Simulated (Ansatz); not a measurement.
Total energies of `CN(C)c1ccc(-c2ccc(-c3ccc(-c4ccc(C#N)cc4)cc3)cc2)cc1` from Ansatz at PBE-D4/def2-TZVP, gas phase (1 Eh = 27.2114 eV = 2625.5 kJ/mol). The reference geometry is relaxed at r2SCAN-D4/def2-SVP.

```json
{"state": "charge 0 singlet", "geometry": "reference", "energy (Eh)": "-1150.62823"}
{"state": "charge 1 doublet", "geometry": "reference", "energy (Eh)": "-1150.39298"}
{"state": "charge -1 doublet", "geometry": "reference", "energy (Eh)": "-1150.66842"}
{"state": "free C atom (triplet)", "geometry": "–", "energy (Eh)": "-37.79597"}
{"state": "free N atom (quartet)", "geometry": "–", "energy (Eh)": "-54.53214"}
{"state": "free H atom (doublet)", "geometry": "–", "energy (Eh)": "-0.49962"}
```

Single mean-field runs in def2-TZVP are fitted with def2-universal-jkfit.

(1) Work out the vertical ionisation energy to the doublet.

(2) Work out the vertical electron affinity, to the doublet.

(3) Give the fundamental gap IE − EA, the Mulliken electronegativity (IE + EA)/2 and the hardness (IE − EA)/2.

(4) What is the binding energy per atom against free atoms?

(1) E(charge 1 doublet) − E(charge 0 singlet) = -1150.39298 − (-1150.62823) = 0.23525 Eh = 6.40 eV. For comparison, −ε of the highest occupied level is 4.63 eV at this level, 1.77 eV less.

(2) E(charge 0 singlet) − E(charge -1 doublet) = -1150.62823 − (-1150.66842) = 0.04019 Eh = 1.09 eV. The basis lacks diffuse functions, which makes affinities too small.

(3) From the values in Eh: IE − EA = 0.23525 − 0.04019 = 0.19506 Eh = 5.31 eV; (IE + EA)/2 = 3.75 eV; (IE − EA)/2 = 2.65 eV. The HOMO–LUMO gap of the same run is 1.96 eV, 3.35 eV smaller than the fundamental gap.

(4) Atoms: 27 × (-37.79597) + 2 × (-54.53214) + 22 × (-0.49962) = -1140.54711 Eh. Binding: -1140.54711 − (-1150.62823) = 10.08112 Eh = 274.32 eV, or 5.38 eV for each of 51 atoms (no zero-point energy, no counterpoise term).

At PBE-D4/def2-TZVP the highest occupied level of the charge -1 doublet lies above zero (up to 0.50 eV). By energy differences its removal costs 1.09 eV (vertical, to the charge 0 singlet, at PBE-D4/def2-TZVP); self-interaction error and the lack of diffuse functions both raise the level.
